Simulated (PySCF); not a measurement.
`C=CP(C)C[SiH3]`: 4 charge schemes on one density

C₄H₁₁PSi.
Z-matrix (Å and degrees, GFN2-xTB geometry), rows numbered from 1:
```
C 
C   1  1.3237
P   2  1.8163  1  126.34
C   3  1.8514  2  100.65  1   -32.90
C   3  1.8580  2   98.25  1  -135.34
Si  5  1.9066  3  119.35  2    54.75
H   1  1.0790  2  121.81  3  -175.56
H   1  1.0773  2  122.26  3     4.68
H   2  1.0850  1  120.10  3   173.19
H   4  1.0883  3  111.38  2   -38.95
H   4  1.0888  3  108.36  2  -160.04
H   4  1.0887  3  109.01  2    82.41
H   5  1.0935  3  105.92  2   179.23
H   5  1.0936  3  105.20  2   -68.84
H   6  1.4652  5  109.98  3    77.76
H   6  1.4647  5  107.36  3  -163.56
H   6  1.4637  5  110.84  3   -43.73
```

Density: PBE0/pcSseg-1 (PySCF); schemes: Mulliken, IAO, Hirshfeld and ESP-fitted. Geometry: GFN2-xTB, one conformer, isolated molecule.

Task: For which atoms does the sign change between the 4 schemes (beyond +0.03 e in one, beyond −0.03 e in another)?

Result: P3.

Task: At which atom do the 4 schemes differ most?

Result: At P3: from -0.224 (ESP-fitted) to +0.538 e (IAO), 0.762 e apart.

Task: Tabulate the Mulliken, IAO, Hirshfeld and ESP-fitted charges.

Result: In e:

| atom | environment | Mulliken | IAO | Hirshfeld | ESP-fitted |
| --- | --- | --- | --- | --- | --- |
| C1 | terminal =CH2 carbon | -0.145 | -0.315 | -0.101 | -0.402 |
| C2 | alkene CH carbon | -0.434 | -0.343 | -0.096 | -0.019 |
| P3 | phosphine phosphorus | +0.389 | +0.538 | +0.152 | -0.224 |
| C4 | sp3 carbon bound to phosphorus | -0.508 | -0.612 | -0.164 | -0.203 |
| C5 | sp3 carbon bound to silicon | -0.739 | -0.730 | -0.204 | -0.335 |
| Si6 | SiH3 silicon | +0.485 | +0.584 | +0.303 | +0.414 |
| H7 | vinylic hydrogen | +0.121 | +0.153 | +0.048 | +0.136 |
| H8 | vinylic hydrogen | +0.113 | +0.142 | +0.043 | +0.213 |
| H9 | vinylic hydrogen | +0.132 | +0.150 | +0.044 | +0.152 |
| H10 | methyl hydrogen | +0.155 | +0.144 | +0.038 | +0.043 |
| H11 | methyl hydrogen | +0.150 | +0.158 | +0.046 | +0.134 |
| H12 | methyl hydrogen | +0.154 | +0.158 | +0.045 | +0.110 |
| H13 | methylene hydrogen | +0.174 | +0.161 | +0.041 | +0.164 |
| H14 | methylene hydrogen | +0.171 | +0.161 | +0.042 | +0.136 |
| H15 | Si–H hydrogen | -0.077 | -0.121 | -0.078 | -0.104 |
| H16 | Si–H hydrogen | -0.081 | -0.115 | -0.081 | -0.133 |
| H17 | Si–H hydrogen | -0.061 | -0.112 | -0.078 | -0.082 |

Mean size of the charges over all atoms: IAO 0.276 e, Mulliken 0.241 e, ESP-fitted 0.177 e, Hirshfeld 0.094 e. Each set sums to the total charge, 0, to within 0.001 e. The Mulliken scheme gives each basis function's population to the atom it is centred on and halves the overlap population of two atoms between them.

Task: How closely do the schemes follow one another over all atoms?

Result: Correlation coefficient and root-mean-square difference: Mulliken with IAO 0.98, 0.072 e; IAO with Hirshfeld 0.95, 0.232 e; Mulliken with Hirshfeld 0.92, 0.203 e; Hirshfeld with ESP-fitted 0.74, 0.145 e; IAO with ESP-fitted 0.68, 0.251 e; Mulliken with ESP-fitted 0.66, 0.231 e.

Task: How many electrons does the Mulliken scheme count on C5?

Result: Z − q = 6 − (-0.739) ≈ 6.738.
